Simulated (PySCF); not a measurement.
Compound: C3H10ClPSi.
SMILES: `[Si@@H](CCl)(CC)P`

The closed-shell SCF was solved with PySCF and density fitting under several settings on one GFN2-xTB geometry (grid level 2 and gas phase unless stated).

| settings | basis functions | SCF cycles | E (Eh) | HOMO (eV) | LUMO (eV) | dipole (D) |
| --- | --- | --- | --- | --- | --- | --- |
| PBE0/pcSseg-1 | 173 | 12 | -1210.7832 | -7.59 | 0.07 | 1.49 |
| PBE0/def2-SVPD | 215 | 12 | -1210.4360 | -7.55 | -0.10 | 1.40 |
| PBE0/pcseg-1, damping 0.2 at the start, DIIS from the seventh cycle, energy threshold 1e-07 Eh | 146 | 11 | -1210.7718 | -7.58 | -0.01 | 1.54 |
| PBE0/Sadlej pVTZ, fitting basis def2-qzvpp-jkfit | 258 | 10 | -1210.8828 | -7.55 | -0.33 | 1.34 |
| KT2/pcSseg-1, start guess atom, damping 0.2 at the start, DIIS from the seventh cycle | 173 | 21 | -1222.1858 | -6.52 | -1.00 | 1.45 |
| KT3/def2-SVPD, grid level 3 | 215 | 14 | -1220.8907 | -6.52 | -1.09 | 1.40 |
| PBE0/ANO-RCC-VDZP, level shift 0.1 Eh | 146 | 10 | -1210.2184 | -7.53 | -0.08 | 1.38 |
| LC-wPBE/pcSseg-1, IEF-PCM water | 173 | 12 | -1210.9568 | -10.07 | 2.62 | 2.12 |

Q: Estimate the rows for these settings: (1) PBE0/MINI, IEF-PCM benzene, grid level 3; (2) BLYP/pcSseg-0, IEF-PCM cyclohexane.

A: 
| settings | basis functions | SCF cycles | E (Eh) | HOMO (eV) | LUMO (eV) | dipole (D) |
| --- | --- | --- | --- | --- | --- | --- |
| PBE0/MINI, IEF-PCM benzene, grid level 3 | 52 | 11 | -1204.2124 | -8.66 | -0.36 | 1.22 |
| BLYP/pcSseg-0, IEF-PCM cyclohexane | 86 | 13 | -1209.7926 | -6.12 | -0.25 | 1.84 |

Q: Over all rows, what range does the HOMO–LUMO gap span?

A: From 5.43 eV (KT3/def2-SVPD, grid level 3) to 12.69 eV (LC-wPBE/pcSseg-1, IEF-PCM water). The functional of the narrowest has no exact exchange, that of the widest range-separated exact exchange.

Q: And the dipole moment?

A: From 1.22 D (PBE0/MINI, IEF-PCM benzene, grid level 3) to 2.12 D (LC-wPBE/pcSseg-1, IEF-PCM water); the largest is 1.74 times the smallest, and the median is 1.42 D.

Q: Compare two rows with the functional PBE0: PBE0/pcseg-1, damping 0.2 at the start, DIIS from the seventh cycle, energy threshold 1e-07 Eh and PBE0/ANO-RCC-VDZP, level shift 0.1 Eh. Which energy is lower, and by how much?

A: PBE0/pcseg-1, damping 0.2 at the start, DIIS from the seventh cycle, energy threshold 1e-07 Eh (146 functions) lies 0.5534 Eh or 347 kcal/mol below PBE0/ANO-RCC-VDZP, level shift 0.1 Eh (146 functions).

Cycle counts include a coarse-grid stage where the run had one. KT2 and KT3 were designed for NMR shieldings or shifts; total energies of different functionals aren't comparable. ANO-RCC sets were contracted for a scalar-relativistic Hamiltonian, but ran non-relativistically here. The structure is a single GFN2-xTB conformer; no vibrational corrections.

The values belong to the conformer `[CH3:1][CH2:2][Si@H:3]([PH2:4])[CH2:5][Cl:6]`: C1–C2–Si3–P4 52°, C2–Si3–C5–Cl6 -52°, H–P4–Si3–C2 162°, H–P4–Si3–C2 69°.
